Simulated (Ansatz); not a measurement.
Compare A (`NBOCF`) with its isomer B (`NB(O)CF`).

Calculated with Ansatz (gas phase, PBE0-D4/def2-TZVP geometries, no zero-point term in ΔE). CCSD(T)/CBS is the MP2 limit (def2-TZVPP, def2-QZVPP) plus CCSD(T) − MP2 in def2-TZVPP, frozen cores. Functionals use def2-TZVPP. B3LYP here is the variant with VWN-RPA as its local correlation; programs differ in this. One conformer a species, not always the lowest.

(1) Which is lower in electronic energy at CCSD(T)/CBS, and by how much? (Estimate.)

(2) Give E(B) − E(A) in kcal/mol with r2SCAN-D4, PBE-D4, ωB97M-V, CCSD/def2-TZVPP, B3LYP, PBE0-D4, B3LYP-D4. (Estimate.)

Largest T1 diagnostic: 0.012.

Answers

(1) Ansatz gave: B, by 10.8 kcal/mol.

(2) Ansatz gave: r2SCAN-D4 -10.0, PBE-D4 -10.0, ωB97M-V -10.3, CCSD/def2-TZVPP -10.0, B3LYP -9.3, PBE0-D4 -10.3, B3LYP-D4 -9.7. None reverses the order clearly.

In def2-TZVPP, CCSD(T) changes the Hartree–Fock value by −2.2 kcal/mol (the triples alone add +0.1 kcal/mol) and MP2 by −2.7 kcal/mol.
